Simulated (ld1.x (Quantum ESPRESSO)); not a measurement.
The numbers below are computed, except where a source is named.
## Hardness and transferability of assorted potentials

Generated with ld1.x 7.5 (TM, RRKJ, ultrasoft, PAW), atompaw 4.2 or ONCVPSP 4.0.1. The cutoff is in Ry: for ld1.x and atompaw files where the sum of valence levels is converged to 10 mRy in a Bessel basis, for ONCV files where the hardest occupied wave has 1 mHa per electron of residual kinetic energy. The error is the largest all-electron minus pseudo excitation energy over each file’s own four to seven test configurations (ionisations up to +4, promotions, holes and added fractions of an electron), all of which were solved. The labels leave out finer settings (local radius, basis sizes, second energies), which also bear on the numbers. Spin-polarised tests are not counted. The rows are a selection from randomly drawn settings: files with unsolved tests, undetermined cutoffs or missed reference levels are left out.

A true bound ghost makes a file unfit for plane-wave use even where its test errors are small: the radial tests pick states by their node count and pass the ghost by.

| element | potential | cutoff (Ry) | largest error (meV) | bound ghosts |
| --- | --- | --- | --- | --- |
| Be | ultrasoft, PBE, scalar-relativistic, rc 1.95/4.40 (sp), local smoothed, core correction yes, reference 2s2 2p0 | 6 | -23 | none |
| Mn | TM semilocal, revPBE, scalar-relativistic, rc 2.35/2.90/1.65 (spd), local d, core correction yes, reference 3d5 4s1 4p0 | 90 | -360 | none |
| Co | TM, PW91, scalar-relativistic, rc 1.90/1.05/0.80 (spd), local p, core correction yes, reference 3p6 3d7 4s1.5 4p0 | 300 | -101 | s |
| Cd | TM, PBE, scalar-relativistic, rc 1.80/2.35/1.35 (spd), local s, core correction yes, reference 4d10 5s2 5p0 | 80 | -1050 | none |
| Te | TM, PBE, non-relativistic, rc 1.55/2.15/1.20 (spd), local d, core correction no, reference 4d10 5s2 5p2 | 110 | -478 | s, p |
| Cs | RRKJ, LDA (PZ), scalar-relativistic, rc 3.85/2.80/3.85 (spd), local s, core correction yes, reference 5p6 5d0.5 6s0.5 6p0 | 15 | -167 | none |
| Pr | TM semilocal, BLYP, scalar-relativistic, rc 3.40/1.65/3.15 (spd), local s, core correction yes, reference 5d1 6s1.75 6p0 | 10 | -73 | p |
| Pb | TM, PBEsol, scalar-relativistic, rc 2.15/2.70/1.75 (spd), local s, core correction yes, reference 5d10 6s2 6p2 | 55 | -125 | none |

Question: Fill in the row for Hf: TM, PBEsol, scalar-relativistic, rc 3.10/3.25/2.65 (spd), local smoothed, core correction no, reference 5d2 6s1.75 6p0.25.

Answer: cutoff 21 Ry, largest error +114 meV, bound ghosts: none.

Question: Fill in the row for Rb: PAW, PBEsol, scalar-relativistic, rc 2.05/2.70/4.55 (spd), local smoothed, core correction yes, reference 4s2 4p6 4d0 5s0.75 5p0.

Answer: cutoff 12 Ry, largest error -20 meV, bound ghosts: none.
